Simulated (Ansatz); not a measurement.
Compare A (`C=C([SiH3])OC`) with its isomer B (`C=C[SiH](C)O`).

Program: Ansatz. Geometries: PBE0-D4/def2-TZVP. ΔE: electronic, gas phase. CCSD(T)/CBS is the MP2 limit (def2-TZVPP, def2-QZVPP) plus CCSD(T) − MP2 in def2-TZVPP, frozen cores. Functionals use def2-TZVPP. B3LYP here is the variant with VWN-RPA as its local correlation; programs differ in this. One conformer a species, not always the lowest.

Problem. Which is lower in electronic energy at CCSD(T)/CBS, and by how much? (An estimate is asked.)

Solution. Computed: B, by 58.4 kcal/mol.

Problem. Give E(B) − E(A) in kcal/mol with PBE0-D4, B2PLYP, r2SCAN-D4, ωB97M-V, MP2/def2-TZVPP, PBE-D4, B3LYP-D4. (Estimate.)

Solution. The calculation gave: PBE0-D4 -54.6, B2PLYP -56.3, r2SCAN-D4 -55.7, ωB97M-V -56.9, MP2/def2-TZVPP -59.2, PBE-D4 -52.0, B3LYP-D4 -54.6. None reverses the order clearly.

Largest T1 diagnostic: 0.013.

From PBE to PBE0 (25 % exact exchange), in def2-TZVPP and without D4, E(B) − E(A) moves by −2.5 kcal/mol.
